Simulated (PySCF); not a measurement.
Basis-set dependence of population analyses: `C#CBP[SiH3]`

Compound: C₂H₆BPSi.
Structure used (PBE0-D3(BJ)/def2-SVP), in Å, numbered top down from 1:
```xyz
11
C2H6BPSi angstrom
C      3.308   -0.397   -0.007
C      2.187   -0.011   -0.296
B      0.783    0.433   -0.632
P     -0.433    0.965    0.693
Si    -2.310   -0.115    0.087
H      4.298   -0.736    0.238
H      0.437    0.558   -1.783
H     -0.015    0.247    1.847
H     -2.138   -1.592   -0.063
H     -3.356    0.146    1.119
H     -2.722    0.477   -1.219
```

PBE0 throughout (PySCF), one geometry, spherical d and f functions. The structure is a single PBE0-D3(BJ)/def2-SVP conformer in the gas phase; no vibrational or solvent corrections. The first 7 of 9 kinds of atom are listed.

Mulliken charges (e):

| basis | functions | C1 | C2 | B3 | P4 | Si5 | H6 | H7 |
| --- | --- | --- | --- | --- | --- | --- | --- | --- |
| STO-3G | 39 | -0.129 | -0.133 | +0.017 | +0.135 | +0.404 | +0.120 | -0.041 |
| 6-31G | 65 | -0.245 | -0.115 | -0.013 | -0.129 | +0.415 | +0.276 | +0.026 |
| pcSseg-0 | 65 | -0.272 | -0.280 | +0.203 | -0.422 | +0.258 | +0.293 | +0.120 |
| 6-31G* | 90 | -0.258 | +0.025 | -0.076 | -0.175 | +0.274 | +0.243 | +0.038 |
| cc-pVDZ | 108 | -0.183 | +0.112 | +0.010 | -0.118 | +0.154 | +0.029 | +0.012 |
| def2-SVP | 108 | -0.145 | +0.107 | -0.043 | -0.163 | +0.256 | +0.056 | +0.021 |
| aug-cc-pVDZ | 177 | +0.999 | -0.381 | -0.495 | -0.751 | -0.643 | -0.501 | +0.564 |
| 6-311+G(2d,p) | 187 | -0.370 | +0.241 | -0.160 | -0.098 | +0.221 | +0.173 | +0.029 |
| def2-TZVP | 203 | -0.244 | +0.020 | -0.022 | -0.139 | +0.079 | +0.187 | +0.045 |
| cc-pVTZ | 242 | -0.052 | -0.162 | -0.029 | -0.070 | +0.109 | +0.161 | +0.030 |
| IGLO-III | 253 | -0.194 | -0.148 | +0.196 | -0.113 | +0.610 | +0.152 | -0.041 |

IAO charges (e):

```tsv
basis	functions	C1	C2	B3	P4	Si5	H6	H7
STO-3G	39	-0.133	-0.146	-0.107	+0.110	+0.475	+0.161	+0.015
6-31G	65	-0.168	-0.121	-0.108	+0.007	+0.288	+0.208	+0.042
pcSseg-0	65	-0.154	-0.117	-0.120	-0.011	+0.258	+0.200	+0.043
6-31G*	90	-0.161	-0.126	-0.105	+0.024	+0.411	+0.204	+0.035
cc-pVDZ	108	-0.172	-0.119	-0.115	+0.024	+0.407	+0.207	+0.039
def2-SVP	108	-0.164	-0.117	-0.117	+0.028	+0.422	+0.200	+0.035
aug-cc-pVDZ	177	-0.181	-0.118	-0.112	+0.021	+0.409	+0.211	+0.039
6-311+G(2d,p)	187	-0.181	-0.119	-0.117	+0.030	+0.435	+0.211	+0.040
def2-TZVP	203	-0.180	-0.119	-0.117	+0.029	+0.442	+0.211	+0.040
cc-pVTZ	242	-0.179	-0.120	-0.115	+0.024	+0.430	+0.211	+0.040
IGLO-III	253	-0.182	-0.119	-0.119	+0.031	+0.439	+0.212	+0.040
```

Hirshfeld charges (e):

```csv
basis,functions,C1,C2,B3,P4,Si5,H6,H7
STO-3G,39,-0.077,-0.122,+0.075,+0.063,+0.310,+0.078,-0.072
6-31G,65,-0.076,-0.113,+0.085,-0.033,+0.246,+0.106,-0.042
pcSseg-0,65,-0.066,-0.120,+0.069,-0.009,+0.266,+0.103,-0.052
6-31G*,90,-0.074,-0.111,+0.090,-0.034,+0.249,+0.107,-0.042
cc-pVDZ,108,-0.072,-0.115,+0.078,-0.006,+0.264,+0.102,-0.047
def2-SVP,108,-0.070,-0.117,+0.075,+0.002,+0.269,+0.101,-0.049
aug-cc-pVDZ,177,-0.073,-0.121,+0.080,-0.008,+0.264,+0.102,-0.043
"6-311+G(2d,p)",187,-0.073,-0.124,+0.079,-0.007,+0.267,+0.103,-0.043
def2-TZVP,203,-0.073,-0.120,+0.080,-0.008,+0.262,+0.102,-0.043
cc-pVTZ,242,-0.073,-0.118,+0.080,-0.009,+0.262,+0.102,-0.044
IGLO-III,253,-0.075,-0.125,+0.077,+0.005,+0.260,+0.102,-0.046
```

Question: Which scheme is steadiest as the basis changes?

Answer: Largest range over the bases for any column: Hirshfeld 0.10 e, IAO 0.22 e, Mulliken 1.37 e. Hirshfeld charges move least and Mulliken charges most, counted in e. Without the minimal STO-3G basis the ranges are Hirshfeld 0.04, IAO 0.18, Mulliken 1.37 e.

Question: How much do the charges still move between the two largest bases, cc-pVTZ and IGLO-III?

Answer: At most, over all atoms: Mulliken 0.501 e, IAO 0.010 e, Hirshfeld 0.014 e.

Question: What do the same runs give for the total energy, the frontier levels and the dipole moment?

Answer: 
```tsv
basis	energy (Eh)	HOMO (eV)	LUMO (eV)	μ (D)
STO-3G	-726.6109	-4.36	1.08	1.37
6-31G	-734.9403	-7.07	-2.00	1.53
pcSseg-0	-734.0823	-7.35	-2.29	1.71
6-31G*	-735.0159	-7.11	-2.02	1.30
cc-pVDZ	-735.0632	-7.19	-2.16	1.09
def2-SVP	-734.7856	-7.24	-2.22	1.15
aug-cc-pVDZ	-735.0697	-7.27	-2.30	1.03
6-311+G(2d,p)	-735.1058	-7.30	-2.32	1.04
def2-TZVP	-735.1154	-7.29	-2.30	1.02
cc-pVTZ	-735.1192	-7.28	-2.27	1.02
IGLO-III	-735.1164	-7.29	-2.30	1.01
```

The dipole is fixed by the density alone, so its range of 0.70 D shows that the density itself changes with the basis, not only its division among atoms.
